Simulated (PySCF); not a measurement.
# One molecule, several mistakes: C2H8NSi

Calculated results; nothing here was measured. They come from PySCF 2.14.0, an open-source quantum chemistry program, on an isolated molecule that a program drew, which may never have been made. The molecule is C2H8NSi (charge 0, doublet), drawn as the SMILES string `[CH2]N(C)[SiH3]`.

Each row is a Hartree-Fock (HF) and frozen-core CCSD(T) single point in the cc-pV(D+d)Z basis, meant for a local HF minimum. Run 1 is clean. Each other run has one planted mistake out of seven kinds, and not every kind appears here: one electron removed, one electron added, multiplicity raised by two, geometry at a saddle point, minimal basis STO-3G, one bond length entered in bohr, all coordinates scaled. The reference is restricted for singlets and unrestricted otherwise, and also for a bond in bohr. Adding or removing an electron swaps singlet and doublet. Electrons count all cores. HOMO and LUMO are orbital energies over both spins, the gradient is its largest component, and the lowest frequency (negative if imaginary) is given only where the gradient is small. Bond lengths are over the 11 bonds as drawn. T1 is the CCSD diagnostic: over 0.02 (restricted) or 0.045 (unrestricted) a single reference is doubtful.

Geometry of the clean run:
```xyz
12
C2H8NSi, angstrom
C     0.2940    2.2016   -2.4572
N     0.0675    1.4339   -1.3103
C     0.6802    0.1162   -1.3079
Si   -1.2266    1.8162   -0.2174
H     1.1976    1.9894   -3.0175
H    -0.0637    3.2236   -2.4460
H     0.2608   -0.5364   -2.0806
H     1.7566    0.1986   -1.4790
H     0.5360   -0.3667   -0.3409
H    -1.3703    3.2867   -0.1736
H    -0.8789    1.2840    1.1189
H    -2.5343    1.2303   -0.6082
```

| run | electrons | basis functions | <S^2> | HOMO (eV) | LUMO (eV) | gradient (hartree/bohr) | lowest frequency (cm^-1) | mean bond (Å) | longest bond (Å) | T1 | HF (hartree) | CCSD(T) (hartree) | mistake |
|---|---|---|---|---|---|---|---|---|---|---|---|---|---|
| 1 | 41 | 105 | 0.761 | -7.83 | 4.19 | 1.2e-05 | 105 | 1.3161 | 1.736 | 0.0152 | -423.74661 | -424.36229 | no fault |
| 2 | 41 | 105 | 0.759 | -7.31 | 4.29 | 8.6e-02 | - | 1.2042 | 1.589 | 0.0131 | -423.64489 | -424.24553 | all coordinates scaled |
| 3 | 41 | 105 | 3.775 | -2.14 | -1.15 | 1.1e-01 | - | 1.3161 | 1.736 | 0.0344 | -423.49558 | -424.09577 | multiplicity raised by two |
| 4 | 41 | 32 | 0.758 | -5.61 | 9.72 | 3.0e-02 | - | 1.3161 | 1.736 | 0.0127 | -418.76950 | -419.01066 | minimal basis STO-3G |
| 5 | 40 | 105 | 0.000 | -17.11 | -4.70 | 1.5e-01 | - | 1.3161 | 1.736 | 0.0204 | -423.51458 | -424.13583 | ? |
| 6 | 42 | 105 | 0.000 | 1.32 | 8.74 | 8.5e-02 | - | 1.3161 | 1.736 | 0.0177 | -423.63717 | -424.29252 | ? |

**Which mistake was planted in run 5, and what did it cost?**

It counts 40 electrons, one fewer than the clean run, at the same geometry and basis. So the mistake is: one electron removed. Subtracting run 1 and multiplying by 627.51 kcal/mol a hartree, the energy moved by 145.6 kcal/mol in HF and 142.1 kcal/mol in CCSD(T).

**Which mistake was planted in run 6, and what did it cost?**

It counts 42 electrons, one more than the clean run, at the same geometry and basis. So the mistake is: one electron added. Subtracting run 1 and multiplying by 627.51 kcal/mol a hartree, the energy moved by 68.7 kcal/mol in HF and 43.8 kcal/mol in CCSD(T).

Cautions from the logs. Run 5: T1 is over the limit, so its CCSD(T) energy is less reliable; run 6: the HOMO is above zero, so the electron isn't bound and the energy depends on the basis.
